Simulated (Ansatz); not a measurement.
Frontier orbitals of C4H13GaN2O (`C[N](C)[Ga]([OH])[N](C)C`).

Cartesian coordinates in Å:
```
C -0.951 -0.581 -2.021
N 0.249 0.072 -1.572
C 1.185 0.323 -2.635
Ga 0.592 0.543 0.153
O 1.888 1.729 0.510
N -0.259 -0.078 1.627
C -0.074 0.554 2.909
C -1.127 -1.222 1.673
H -1.672 -0.686 -1.209
H -1.443 -0.004 -2.819
H -0.751 -1.585 -2.426
H 0.758 0.977 -3.410
H 1.495 -0.608 -3.133
H 2.091 0.803 -2.257
H 2.190 2.222 -0.255
H 0.340 -0.149 3.647
H -1.025 0.930 3.316
H 0.616 1.396 2.828
H -0.770 -1.964 2.404
H -2.153 -0.951 1.967
H -1.178 -1.722 0.705
```

Charge 0, multiplicity 1. Correlated methods include outer-core shells of Ga, which these sets cover unevenly. Scalar relativity is left out up to krypton. All single points use the PBE0-D4/def2-TZVP geometry. It is one conformer, not always the lowest. Basis def2-TZVPP, Ansatz 0.2.0.

| functional | HOMO (eV) | LUMO (eV) | gap (eV) |
| --- | --- | --- | --- |
| PBE | -4.62 | -0.88 | 3.74 |
| r2SCAN | -4.84 | -0.54 | 4.30 |
| B97M-V | -4.98 | -0.81 | 4.17 |
| PBE0 | -5.89 | 0.07 | 5.96 |
| B3LYP | -5.69 | -0.26 | 5.43 |
| r2SCAN0 | -6.06 | 0.27 | 6.33 |
| HSE06 (plane-wave form) | -5.49 | -0.31 | 5.18 |
| CAM-B3LYP | -7.25 | 0.99 | 8.24 |
| ωB97X-V | -8.24 | 2.07 | 10.31 |
| ωB97M-V | -8.17 | 1.77 | 9.94 |

A quarter of exact exchange (PBE0) shifts PBE's HOMO by −1.27 eV and its LUMO by +0.94 eV; full exchange at long range (ωB97M-V) shifts them by −3.55 and +2.65 eV. The gap opens from 3.74 to 9.94 eV, since occupied levels lose self-interaction and empty ones feel all the electrons. A positive LUMO is unbound and depends on the basis.

B3LYP here is the variant with VWN-RPA as its local correlation; programs differ in this.
